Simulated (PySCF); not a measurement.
**Where the electron goes**

CH8B2OSi.
Atom-mapped SMILES: `[BH2:1][O:2][BH:3][CH2:4][SiH3:5]` (hydrogens: H6, H7 on B1; H8 on B3; H9, H10 on C4; H11, H12, H13 on Si5)

Cartesian coordinates in Å at the PBE0-D3(BJ)/def2-SVP level; atoms count from 1:
```xyz
13
CH8B2OSi angstrom
B      2.5435    1.1065    0.6676
O      1.5470    0.2239    0.6396
B      0.5254   -0.6467    0.5879
C     -0.5154   -0.5871   -0.5710
Si    -2.0041    0.4695   -0.0775
H      3.5944    0.8162    0.1402
H      2.3643    2.1688    1.2204
H      0.4343   -1.4409    1.4998
H     -0.0948   -0.1451   -1.4894
H     -0.9132   -1.5899   -0.7973
H     -1.5774    1.8769    0.1902
H     -3.0166    0.4793   -1.1775
H     -2.6492   -0.0724    1.1572
```

Computed, not measured: PySCF, TDDFT PBE0/def2-SVPD, vertical, gas phase, core orbitals frozen in the response.

Frontier orbitals with the atoms that hold most of them (Löwdin shares over 4%, at most four atoms; ? is withheld):

```tsv
orbital	ε (eV)	atoms
HOMO-3	-9.52	Si5 35%, H13 32%, C4 13%, H11 6%
HOMO-2	-9.50	Si5 35%, H11 29%, C4 15%, H12 9%
HOMO-1	-8.71	O2 22%, B3 18%, C4 15%, B1 12%
HOMO	-8.48	?
LUMO	-0.72	?
LUMO+1	-0.57	B3 34%, O2 18%, C4 13%, Si5 12%
LUMO+2	0.35	B3 23%, Si5 22%, B1 13%, C4 8%
```

**Question.** Give the leading atoms of the HOMO.

**Answer.** O2 (bonded to 2 B) 23%; B1 (bonded to O and 2 H) 19%; C4 (bonded to B, Si and 2 H) 13%; H7 (bonded to B) 10%.

**Question.** Give the leading atoms of the LUMO.

**Answer.** B1 (bonded to O and 2 H) 46%; O2 (bonded to 2 B) 24%; H6 (bonded to B) 11%; H7 (bonded to B) 11%. By element: boron 46% or more, oxygen 24%, hydrogen 22% or more.

**Question.** The HOMO–LUMO gap is 7.76 eV. Where does the response calculation put the lowest singlet, and from which orbitals?

**Answer.** S1 is at 5.96 eV (f = 0.0015), 1.80 eV below the gap, made of HOMO→LUMO (72%), HOMO-1→LUMO (22%). 

Next come S2 at 6.40 eV (f 0.031), HOMO-1→LUMO+1 (52%), HOMO→LUMO+1 (39%); S3 at 6.97 eV (f 0.012), HOMO-1→LUMO (42%), HOMO→LUMO+1 (39%), HOMO-1→LUMO+1 (11%); S4 at 7.05 eV (f 0.411), HOMO-1→LUMO (29%), HOMO-1→LUMO+1 (28%), HOMO→LUMO+1 (19%); S5 at 7.73 eV (f 0.0003), HOMO-3→LUMO+1 (63%), HOMO-2→LUMO+1 (28%).

One conformer stands for the species.
